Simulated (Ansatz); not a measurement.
Q: Name a neutral molecule of In, S and H with HOMO–LUMO gap (PBE0/def2-TZVPP) between 6.95 and 7.25 eV and HOMO energy (PBE0/def2-TZVPP) between -8.00 and -7.70 eV (Ansatz, PBE0-D4/def2-TZVP geometry).

A: `[SH+]1[InH2-][SH+][InH2-]1` (6.97 eV, -7.86 eV). Other molecules can fit too; these were computed, each in one conformer that needn't be the lowest.
